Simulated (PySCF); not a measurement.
C₂H₆FGaO, SMILES [F][Ga]([O]C)[CH3].

Coordinates come from a B3LYP-D3(BJ)/def2-SVP optimisation. The structure was generated by enumeration; whether it is a known compound was not checked. The values are those of a single conformer.

Level of theory: PySCF with CAM-B3LYP/def2-TZVP.

Symmetry labels are those of the subgroup Cs that the program uses (full group Cs).

Q: List the valence orbital energies around the gap with their symmetry. (An estimate is asked for; the answer gives what the named calculation found.)

A: 
```tsv
orbital	symmetry	energy (eV)
HOMO−7	A'	-13.47
HOMO−6	A"	-13.33
HOMO−5	A'	-13.02
HOMO−4	A"	-12.25
HOMO−3	A'	-12.16
HOMO−2	A'	-11.17
HOMO−1	A'	-9.60
HOMO	A"	-9.48
LUMO	A'	0.46
LUMO+1	A"	0.48
LUMO+2	A'	2.00
LUMO+3	A'	2.46
```
